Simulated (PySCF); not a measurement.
SiCl2Br2, SMILES Cl[Si](Cl)(Br)Br.

Geometry: PBE0-D3(BJ)/def2-SVP.

Two levels are set side by side: PBE/def2-TZVP (PySCF) and PBE0/def2-TZVP (PySCF). Same geometry, gas phase. Differences are taken from unrounded values.

| quantity | PBE0 |
|---|---|
| orbital gap (eV) | 7.51 |
| highest occupied level (eV) | -8.84 |
| lowest empty level (eV) | -1.33 |
| dipole moment (D) | 0.19 |
| mean polarisability (bohr³) | 83.8 |

What does PBE give, and how far is it from PBE0? (The exact figures need the calculation; the answer reports its results.)


```tsv
quantity	PBE	PBE minus PBE0
orbital gap (eV)	5.28	-2.23
highest occupied level (eV)	-7.53	1.31
lowest empty level (eV)	-2.25	-0.92
dipole moment (D)	0.19	-0.01
mean polarisability (bohr³)	86.6	2.8
```

Without exact exchange PBE keeps part of each electron's self-repulsion, which lifts occupied levels and narrows the gap. PBE's more diffuse valence density responds more strongly to a field. Differences between two approximate levels are no errors against the true value.

Rough cost on one machine, each run with all the roots and properties that it gave: PBE0 against PBE within a factor of 2.
